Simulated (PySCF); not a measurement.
C5H9FOSi.
Geometry (GFN2-xTB, Å), atoms numbered from 1 in this order:
```xyz
17
C5H9FOSi angstrom
C      2.633   -0.769    0.489
C      1.658   -0.146   -0.147
C      0.219   -0.233    0.220
C     -0.690   -0.503   -0.989
C     -2.105   -0.064   -0.608
O     -2.034    1.097    0.199
Si    -0.594    1.359    0.900
F     -0.760    1.331    2.501
H      2.440   -1.410    1.333
H      3.665   -0.660    0.202
H      1.881    0.496   -0.990
H      0.090   -1.032    0.958
H     -0.677   -1.550   -1.292
H     -0.348    0.104   -1.831
H     -2.709    0.176   -1.486
H     -2.615   -0.845   -0.034
H     -0.062    2.659    0.566
```

Theory: TDDFT B3LYP/def2-SVPD, vertical, gas phase, core orbitals frozen in the response (PySCF 2.14.0, density-fitted response routines).

Transition dipole moments from the ground state, in atomic units and in the frame of the coordinates above (overall signs are arbitrary), for the states with f of 0.002 or more among the lowest 7:

| state | E (eV) | μx | μy | μz |
| --- | --- | --- | --- | --- |
| S1 | 6.337 | 0.497 | -0.328 | 0.104 |
| S2 | 6.588 | -0.074 | 0.157 | 0.097 |
| S3 | 6.709 | 0.907 | -0.150 | 0.371 |
| S4 | 6.891 | -0.399 | 0.189 | -0.073 |
| S5 | 7.127 | 0.729 | -0.543 | 0.117 |
| S6 | 7.329 | 0.369 | -0.224 | -0.019 |
| S7 | 7.391 | -0.144 | -0.063 | -0.209 |

Problem. What oscillator strength does each state have?

Solution. f = (2/3) ΔE |μ|² with ΔE in hartree (27.2114 eV).

| state | \|μ\|² (au) | \|μ\| (D) | f |
| --- | --- | --- | --- |
| S1 | 0.365 | 1.54 | 0.057 |
| S2 | 0.040 | 0.51 | 0.006 |
| S3 | 0.983 | 2.52 | 0.162 |
| S4 | 0.201 | 1.14 | 0.034 |
| S5 | 0.840 | 2.33 | 0.147 |
| S6 | 0.187 | 1.10 | 0.034 |
| S7 | 0.068 | 0.66 | 0.012 |

Problem. What angle do the transition dipoles of S3 and S7 make?

Solution. |cos θ| = |μa·μb| / (|μa| |μb|) = 0.77, so θ ≈ 40° (taken between 0 and 90°, since the signs are arbitrary).

Problem. What peak molar absorption coefficient would the strongest computed level give as a lone Gaussian band 0.5 eV wide at half height?

Solution. ε(max) = 2.175×10⁸ f / FWHM, with the width in cm⁻¹. S3: 2.175×10⁸ × 0.1616 / 4033 ≈ 8700 L mol⁻¹ cm⁻¹.

One conformer stands for the species.
